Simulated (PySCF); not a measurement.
One of the candidates below gave these computed data.

All candidates are C3H9ClSi.

- UV, strongest line: among the 8 lowest singlet transitions: S5 at 8.19 eV (151 nm, f = 0.203) [TDDFT CAM-B3LYP/def2-SVPD]
- 1H NMR: chemical shifts (computed TMS as zero) by class: 4.04 (3 H), 1.68 (6 H) ppm [GIAO PBE0/pcSseg-1]
- Triplet: lowest triplet excitation (Tamm–Dancoff): 6.14 eV [TDA CAM-B3LYP/def2-SVPD]
- XPS: Si2p3/2 106.8, Cl2p3/2 205.4, C1s 290.9 (×2), C1s 291.7, Si1s 1846.4, Cl1s 2828.0 eV [ΔSCF SCAN, pcX-2 on the ionised atom, pcseg-1 elsewhere, spin-free X2C, 2p3/2 from a spin–orbit splitting computed afterwards within the 2p shell]
- 13C NMR: chemical shifts (computed TMS as zero) by class: 57.1 (1 C), 33.4 (2 C) ppm [GIAO PBE0/pcSseg-1]
- NMR, other nuclei: isotropic shieldings of nuclei other than C and H, by class: 399 (1 Si), 716 (1 Cl) ppm [GIAO PBE0/pcSseg-1]
- UV, first state: lowest singlet excitation: 6.82 eV (182 nm, f = 0.016) [TDDFT CAM-B3LYP/def2-SVPD]
- Polarisability: 78.1 au [CAM-B3LYP/def2-SVPD]
- Rotational structure: rotational constants A, B, C: 3.358, 2.439, 2.060 GHz [GFN2-xTB]

Gas-phase values; electronic properties from PySCF, density fitting. Levels stand in brackets. Isolated species at its GFN2-xTB geometry, gas phase. NMR values are class means; diastereotopic atoms form classes of their own.

**Question.** Which candidate is it?
A. `C[Si](C)(C)Cl`
B. `CC[SiH2]CCl`
C. `CC(C)([SiH3])Cl`

**Answer.** C. It is `CC(C)([SiH3])Cl`. Numbering: `[CH3:1][C:2]([CH3:3])([SiH3:4])[Cl:5]`. Its formula, C3H9ClSi, gives 0 degrees of unsaturation, so no ring and no π bond. 3 carbons fall into 2 classes; from least to most shielded: sp3 C–Cl carbon [C2] (57.1 ppm), methyl carbon [C1/C3] (33.4 ppm, 2 C). Hydrogen classes from least to most shielded: 3 H on an SiH3 silicon, Si4 (4.04 ppm), 6 H on 2 methyl carbons, C1/C3 (1.68 ppm). The other shieldings belong to: 399 ppm, SiH3 silicon [Si4]; 716 ppm, alkyl chlorine [Cl5]. The core levels belong to: Si2p3/2 106.8 eV, SiH3 silicon [Si4]; Cl2p3/2 205.4 eV, alkyl chlorine [Cl5]; C1s 290.9 eV, methyl carbon [C1/C3]; C1s 291.7 eV, sp3 C–Cl carbon [C2]; Si1s 1846.4 eV, SiH3 silicon [Si4]; Cl1s 2828.0 eV, alkyl chlorine [Cl5]. The optimised geometry has point group Cs and is an asymmetric top.

The others, at the same levels:
- `C[Si](C)(C)Cl` fails: its computed lowest singlet excitation is 8.00 eV (155 nm, f = 0.224 summed over 2 states within 0.01 eV) (against 6.82 eV), lowest triplet excitation (Tamm–Dancoff) is 7.79 eV (against 6.14 eV) and static isotropic polarisability is 76.1 au (against 78.1 au).
- `CC[SiH2]CCl` fails: it has 3 carbon classes against 2; its computed 13C shifts are 31.3 (1 C), 10.5 (1 C), 4.9 (1 C) ppm, 1H shifts are 4.11 (2 H), 2.97 (2 H), 1.14 (3 H), 1.06 (2 H) ppm and rotational constant A is 5.869 GHz (against 3.358 GHz).

Each candidate is one conformer, not necessarily the lowest. The conformers computed, where there is a choice (atom-mapped SMILES and torsion angles):
- `[CH3:1][CH2:2][SiH2:3][CH2:4][Cl:5]`: C1–C2–Si3–C4 180°, C2–Si3–C4–Cl5 -60°
